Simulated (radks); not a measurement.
Task: Eu3+, configuration [Xe] 4f5.5 5f0.5 (fractional occupations, a model configuration). Method: scalar-relativistic Kohn-Sham, r2SCAN, spin-polarised, spherical densities, finite nucleus; open shells are filled with parallel spins first (spin-orbit coupling, left out, can overturn this in heavy ions); meta-GGA in the generalised Kohn-Sham scheme; Fermi nuclear charge, rms radius 5.1115 fm; computed with a radial shooting solver on a logarithmic mesh with Libxc functionals. Some entries of the table are withheld. Estimate them.

orbital  occ.  eigenvalue (eV)  <r^2> (bohr^2)  <r> (bohr)
1s up       1        -48474.48       0.0006795     0.02232
1s down     1        -48474.47       0.0006795     0.02232
2s down     1        -8013.437         0.01068     0.09509
2s up       1        -8013.422         0.01068     0.09509
2p down     3        -7140.470        0.008595     0.08391
2p up       3        -7140.469        0.008596     0.08391
3s up       1        -1803.419         0.07102      0.2493
3s down     1        -1800.794         0.07088      0.2490
3p up       3        -1530.309         0.07124      0.2479
3p down     3        -1527.680         0.07108      0.2476
3d up       5        -1164.873         0.06014      0.2261
3d down     5        -1162.823         0.05994      0.2258
4s up       1        -395.4386          0.3603      0.5652
4s down     1        -389.0266          0.3602      0.5652
4p up       3        -304.9103          0.4059      0.5976
4p down     3        -298.4628          0.4060      0.5977
4d up       5        -178.2288          0.4889      0.6497
4d down     5        -171.7350          0.4912      0.6508
5s up       1         -80.0982           1.976       1.328
5s down     1         -77.0752           2.059       1.356
5p up       3         -56.7552           2.572       1.511
5p down     3         -54.5679           2.681       1.544
4f up     5.5         -41.3234             (1)      0.8374
4f down     0         -35.3526             (2)      0.8703
5d up       0         -27.6192           4.892       2.064
5d down     0         -26.0278           4.867       2.063
6s up       0         -23.6910           11.02         (3)
6s down     0         -21.4145           11.08         (4)
5f up     0.5         -10.6758           24.19         (5)

Result: 
(1) 4f up <r^2> (bohr^2): 0.8859
(2) 4f down <r^2> (bohr^2): 0.9722
(3) 6s up <r> (bohr): 3.146
(4) 6s down <r> (bohr): 3.141
(5) 5f up <r> (bohr): 4.641
